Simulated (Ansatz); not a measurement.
Sr2O2. The state is a triplet with charge 0. Geometry PBE-D4/def2-TZVP; atoms count from 1.

```xyz
4

Sr    0.545    1.543    0.832
Sr   -0.544   -1.543   -0.832
O     0.674   -0.679    0.817
O    -0.674    0.679   -0.817
```

In the def2 sets Sr takes a core potential; there is no spin–orbit coupling. At PBE0-D4/def2-TZVP a singlet of charge 0 lies 1.76 eV below the triplet, each at its own geometry. The structure comes from a short search, and lower isomers may exist.

Problem. Estimate the Mulliken populations from the PBE0/def2-TZVP orbitals of Ansatz.

Solution. 
```tsv
atom	charge (e)	spin (α − β)
Sr1	0.94	0.46
Sr2	0.94	0.46
O3	-0.94	0.54
O4	-0.94	0.54
```
Mulliken values and Mayer orders depend strongly on the basis.

Problem. Where does the spin sit?

Solution. Summed by element: Sr 0.92, O 1.08, of 2 unpaired in all. Largest on single atoms: O3 0.54, O4 0.54, Sr1 0.46.

Problem. And the Mayer bond orders between bonded heavy atoms (over 0.3)?

Solution. Sr1–Sr2 0.53 (3.67 Å); Sr1–O3 0.47 (2.22 Å); Sr1–O4 0.47 (2.22 Å); Sr2–O3 0.47 (2.22 Å); Sr2–O4 0.47 (2.22 Å). Values over 0.3 also appear between atoms too far apart for a bond (O3–O4 0.34 at 2.52 Å); they arise where an orbital or an unpaired electron spreads over both atoms.
